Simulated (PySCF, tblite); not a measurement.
Isomers of C5H9FSi. Method: GFN2-xTB as coded in tblite; computed harmonic values from a numerical Hessian at the method's own geometry, unscaled. The method is semi-empirical: single wavenumbers can be off by several per cent or more. Modes of hydrogen on silicon can be 10 to 20 % off. One conformer each.

Electronic energies: PBE0/pcSseg-1 single points on the GFN2-xTB geometries (PySCF, gas phase).

| SMILES | electronic energy, lowest = 0 (kcal/mol) |
| --- | --- |
| CCC1=C[C@@H](F)[SiH2]1 | 71.6 |
| C=C/C=C(/C)[SiH2]F | 30.1 |
| CC1=C[Si@H](F)CC1 | 0.0 |
| FCCCC#C[SiH3] | 80.2 |
| C#CC[C@H](F)[SiH2]C | 87.1 |

Problem. How do GFN2-xTB zero-point energies change the relative energies?

Solution. 
| SMILES | ZPE (kcal/mol) | of it from modes above 1550 cm⁻¹ | electronic (kcal/mol) | with ZPE, lowest = 0 (kcal/mol) | lowest mode (cm⁻¹) | rings |
| --- | --- | --- | --- | --- | --- | --- |
| CC1=C[Si@H](F)CC1 | 78.8 | 40.1 | 0.0 | 0.0 | 80 | 1 |
| C=C/C=C(/C)[SiH2]F | 75.4 | 41.8 | 30.1 | 26.7 | 45 | 0 |
| CCC1=C[C@@H](F)[SiH2]1 | 76.3 | 38.9 | 71.6 | 69.1 | 35 | 1 |
| FCCCC#C[SiH3] | 74.2 | 38.4 | 80.2 | 75.6 | 15 | 0 |
| C#CC[C@H](F)[SiH2]C | 74.1 | 40.2 | 87.1 | 82.4 | 31 | 0 |

The zero-point energies span 4.7 kcal/mol, from `C#CC[C@H](F)[SiH2]C` to `CC1=C[Si@H](F)CC1`. The order is unchanged.

Problem. And how do the electronic energies of GFN2-xTB itself compare?

Solution. `CC1=C[Si@H](F)CC1` 0.0; `C=C/C=C(/C)[SiH2]F` 16.3; `CCC1=C[C@@H](F)[SiH2]1` 60.3; `FCCCC#C[SiH3]` 60.7; `C#CC[C@H](F)[SiH2]C` 75.5 kcal/mol, lowest = 0. Against the energies above, taken from the same isomer `CC1=C[Si@H](F)CC1`, the largest difference is 19.5 kcal/mol.

Problem. What do entropy and thermal enthalpy add at 298.15 K and 1 bar (rigid rotor, harmonic oscillator, one conformer each)?

Solution. 
```json
{"SMILES": "CC1=C[Si@H](F)CC1", "point group": "C1", "symmetry number": "1", "S (cal/(mol K))": "89.0", "H − H(0) (kcal/mol)": "5.82", "ZPE + H − H(0) − TS (kcal/mol)": "58.1"}
{"SMILES": "CCC1=C[C@@H](F)[SiH2]1", "point group": "C1", "symmetry number": "1", "S (cal/(mol K))": "91.4", "H − H(0) (kcal/mol)": "6.04", "ZPE + H − H(0) − TS (kcal/mol)": "55.1"}
{"SMILES": "C#CC[C@H](F)[SiH2]C", "point group": "C1", "symmetry number": "1", "S (cal/(mol K))": "98.8", "H − H(0) (kcal/mol)": "6.90", "ZPE + H − H(0) − TS (kcal/mol)": "51.5"}
```

Not tabulated: `C=C/C=C(/C)[SiH2]F` (point group not settled); `FCCCC#C[SiH3]` (lowest mode only 15 cm⁻¹).
